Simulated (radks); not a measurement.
Effect of the nuclear size on the neodymium ion Nd+, [Xe] 4f4 6s1. Calculated with a radial shooting solver on a logarithmic mesh with Libxc functionals: Dirac Kohn-Sham, PBE, spin-unpolarised, spherical densities, finite nucleus; open shells are shared between the two j in proportion to 2j + 1; Fermi nuclear charge, rms radius 4.9123 fm. The rms radius is varied about that value; shifts are against it.

| rms radius (fm) | total energy shift (eV) | density at nucleus (e/bohr^3) | 1s1/2 shift (meV) | 2s1/2 shift (meV) | 5s1/2 shift (meV) | 5p1/2 shift (meV) | 6s1/2 shift (meV) | 4f7/2 shift (meV) |
|---|---|---|---|---|---|---|---|---|
| 4.0674 | -4.11 | 4.731e+05 | -1700 | -212 | -1.58 | 0.154 | -0.151 | 0.279 |
| 4.6225 | -1.48 | 4.598e+05 | -612 | -76.1 | -0.568 | 0.055 | -0.054 | 0.100 |
| 4.9123 | 0 | 4.536e+05 | 0.000 | 0.000 | 0.000 | 0.000 | 0.000 | 0.000 |
| 5.1039 | 1.01 | 4.498e+05 | 420 | 52.3 | 0.390 | -0.038 | 0.037 | -0.069 |
| 5.7376 | 4.58 | 4.382e+05 | 1900 | 236 | 1.76 | -0.172 | 0.169 | -0.311 |

Slopes of the eigenvalues against <r^2> in GHz/fm^2, as finite differences over the two radii next to the reference (eigenvalue slopes, not the field-shift constants of lines): 1s1/2 53300, 2s1/2 6630, 5s1/2 49.5, 5p1/2 -4.82, 6s1/2 4.74, 4f7/2 -8.73.
